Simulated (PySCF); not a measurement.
Coordinates in bohr (charge 0 multiplicity 1):
```
Se   -0.7100    0.0000   -0.8034
N    -3.2337    0.0000    0.8572
Cl    2.9170    0.0000    1.4922
```

Computed with PBE0/[Se def2-TZVP, N def2-TZVP, Cl def2-TZVP], no relativity, density fitting, PySCF.

This geometry of ClSeN is a stationary point at this level.

Problem. What is the point group?

Solution. Cs.

Problem. Is it a minimum?

Solution. Yes: all harmonic wavenumbers are real.

Problem. List the harmonic modes with their infrared intensities.

Solution. 
| symmetry | ω (cm⁻¹) | IR (km/mol) | type |
| --- | --- | --- | --- |
| a' | 234 | 4.3 | bend |
| a' | 345 | 93.7 | stretch |
| a' | 1117 | 27.3 | stretch |

This need not be the most stable arrangement of these atoms.
